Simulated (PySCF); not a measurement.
Electron correlation in Re- (rhenium, charge -1)

[Xe] 4f14 5d6 6s2, high-spin 5D determinant. Calculation: PySCF 2.14, in aug-cc-pVTZ-PP with ECP60MDF (6s6p5d3f2g, 88 functions); scalar relativity through the core potential. Frozen: 5s2 5p6; 8 electrons correlated.

```
  level  correlation energy (mhartree)
   CCSD                        -187.03
    (T)                         -13.16
CCSD(T)                        -200.19
```

Diagnostics: T1 = 0.10, D1 = 0.3939, largest double amplitude 0.059.

Problem. Is a single reference adequate?

Solution. Largely. T1 is above 0.03 while the doubles stay small, so the singles mainly relax the orbitals.
